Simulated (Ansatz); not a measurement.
C₂H₆AlF, SMILES [CH3][Al]([CH3])[F] (connectivity only; charge and spin as stated), charge -1, multiplicity 2.

Geometry optimised at r2SCAN-D4/def2-SVPD. The spin state was assumed, not searched. The isomer is the one that the SMILES or the coordinates give; other isomers of the formula were not compared.

Two levels are set side by side: PBE/def2-SVPD (Ansatz, an electronic-structure program) and CAM-B3LYP/def2-SVPD (Ansatz). Energy differences of separate SCF runs at the same geometry; the states with an electron removed or added have multiplicity 1. Differences are taken from unrounded values.

```tsv
quantity	CAM-B3LYP
vertical ionisation energy (eV)	1.04
```

Task: What does PBE give, and how far is it from CAM-B3LYP? (Estimate from the structure and the level; the computed values follow.)

Result: 
```
quantity                          PBE  PBE minus CAM-B3LYP
-------------------------------  ----  -------------------
vertical ionisation energy (eV)  0.97                -0.07
```
